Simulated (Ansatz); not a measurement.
Species: sum formula SiN₂H₄Cl (charge 0, doublet). It need not be the lowest isomer of its formula. 
Coordinates optimised at B3LYP-D3(BJ)/def2-TZVP (Ansatz, an electronic-structure program):
```
Si
N 1 1.7085
H 2 1.0070 1 121.16
H 2 1.0107 3 112.35 1 153.64
N 1 1.7172 2 105.89 3 -166.81
H 5 1.0083 1 119.99 2 -158.79
H 5 1.0091 6 111.98 1 147.65
Cl 1 2.1058 2 116.60 3 78.06
```
Charge 0, spin multiplicity 2.

Total electronic energies in hartree. Cores are frozen in the correlated levels unless marked. Open shells are spin-unrestricted. Spin-orbit coupling is left out. Non-relativistic. CBS marks a two-point X^-3 extrapolation of the correlation energy; Hartree-Fock from the larger set.

```
level                                                program  energy (Eh)
--------------------------------------------  --------------  -----------
HF/cc-pV(D+d)Z                                        Ansatz   -859.75483
HF/aug-cc-pV(T+d)Z                                    Ansatz   -859.83599
RI-HF/cc-pV(T+d)Z                                     Ansatz   -859.83132
RI-HF/cc-pV(Q+d)Z                                     Ansatz   -859.84785
PBE0/STO-3G                                           Ansatz   -851.43732
PBE0/6-31G*                                           Ansatz   -861.22593
CAM-B3LYP-D3(BJ)/def2-TZVPD                   Ansatz + dftd3   (withheld)
wB97X-V/def2-TZVPD                                    Ansatz   (withheld)
B2GP-PLYP/def2-TZVPD                                  Ansatz   (withheld)
MP2/aug-cc-pV(D+d)Z                                   Ansatz   -860.37374
SCS-MP2/6-31G*                                        Ansatz   -860.20447
CCSD/CBS(cc-pV(T+d)Z,cc-pV(Q+d)Z)                     Ansatz    -860.6889
CCSD(T)/aug-cc-pV(D+d)Z                               Ansatz   -860.43227
CCSD(T)/CBS(aug-cc-pV(T+d)Z,aug-cc-pV(Q+d)Z)          Ansatz    -860.7280
CCSD(T)/CBS(cc-pV(T+d)Z,cc-pV(Q+d)Z)                  Ansatz    -860.7275
```

### Question
Complete the blanks.

### Answer

- CAM-B3LYP-D3(BJ)/def2-TZVPD, energy (Eh): -861.73101
- wB97X-V/def2-TZVPD, energy (Eh): -861.59832
- B2GP-PLYP/def2-TZVPD, energy (Eh): -861.30518
